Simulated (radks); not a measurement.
Q: The mean radii <r> (bohr) of the occupied orbitals of an atom or ion are listed with their occupations. All-electron calculation, scalar-relativistic Kohn-Sham, LDA (Slater exchange, VWN5 correlation), spin-polarised, spherical densities, finite nucleus; Fermi nuclear charge, rms radius of each element as measured or else 0.836 A^(1/3) + 0.57 fm. Program: a radial shooting solver on a logarithmic mesh with Libxc functionals.

orbital  occ.      <r>
1s up       1  0.01892
1s down     1  0.01892
2s up       1  0.07666

Name the element and its charge. Open shells, if any, are filled with parallel spins first.

A: Z = 72, hafnium, charge +69: Hf69+ in [He] 2s1. The 1s radius gives Z: for a bare nucleus <r> = (2 gamma + 1)/(2Z) with gamma = sqrt(1 - (Z/c)^2), 0.01876 bohr for Z = 72, and screening makes it slightly larger (0.01892 here). The occupations add up to 3, and the charge is Z minus that.
